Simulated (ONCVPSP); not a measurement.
What one change does to a pseudopotential (As, ONCV)

As (Z = 33), optimised norm-conserving Vanderbilt (ONCV), made with ONCVPSP 4.0.1 (PBE, fully relativistic). Core [Ar], reference 3d10 4s2 4p3. Waves: 4s: rc 1.30 bohr, ncon 4, nbas 7, qcut 5.9 1/bohr, 2 projectors, debl 3.1 Ha; 4p: rc 2.05 bohr, ncon 4, nbas 8, qcut 4.3 1/bohr, 1 projector; 3d: rc 0.60 bohr, ncon 3, nbas 7, qcut 13.9 1/bohr, 3 projectors, debl 1.1 Ha. Local part: polynomial inside 0.45 bohr (lpopt 5, dvloc0 0 Ha). Core correction: none.

Open shells are filled in proportion to 2j + 1.

In the d channel the program set the typed energies aside and used -1.482, 0.250, 1.350 Ha (j = l + 1/2; the other j can differ).

Change: p: qcut 3.7.

Cutoffs: the cutoffs (Ha) at which the residual kinetic energy of the hardest occupied pseudo-wave falls to 1 and 0.1 mHa per electron; they do not see the model core or the augmentation charge, which bear on the density cutoff. Errors are all-electron minus pseudo energies relative to the spin-unpolarised reference configuration.

**Question.** What does the change do?

**Answer.** Both files keep a bound ghost (d, p, s); of the 4 tests that both files solve, the error grows in 2 and shrinks in 1 by more than 15 % and 0.3 meV (median size 4.0 → 6.7 meV).

| quantity | base | changed |
| --- | --- | --- |
| bound ghosts | s, p3/2, d5/2, p1/2, d3/2 | s, p3/2, d5/2, p1/2, d3/2 |
| GHOST(+) flags under 300 eV | none | none |
| largest miss of a reference level, eV | 0.06 | 0.06 |
| error for 3d10 4s2 4p2, meV [ΔE 9.15 eV] | +0.9 | +0.9 |
| error for 3d10 4s2 4p1, meV [ΔE 27.07 eV] | +1.6 | +0.2 |
| error for 3d10 4s2 4p0, meV [ΔE 54.78 eV] | -6.3 | -15 |
| error for 3d10 4s1 4p3, meV [ΔE 19.25 eV] | +10 | +13 |
| s: phases at 1.32 bohr within 0.05 rad from the reference energy up to (Ha; the scan ends near 5) | to the end of the scan | to the end of the scan |
| p3/2: phases at 2.09 bohr within 0.05 rad from the reference energy up to (Ha; the scan ends near 5) | 1.8 | 1.7 |
| p1/2: phases at 2.09 bohr within 0.05 rad from the reference energy up to (Ha; the scan ends near 5) | 1.8 | 1.7 |
| d5/2: phases at 0.61 bohr within 0.05 rad from the reference energy up to (Ha; the scan ends near 5) | to the end of the scan | to the end of the scan |
| d3/2: phases at 0.61 bohr within 0.05 rad from the reference energy up to (Ha; the scan ends near 5) | to the end of the scan | to the end of the scan |

 A true bound ghost makes a file unfit for plane-wave use even where its test errors are small: the radial tests pick states by their node count and pass the ghost by.
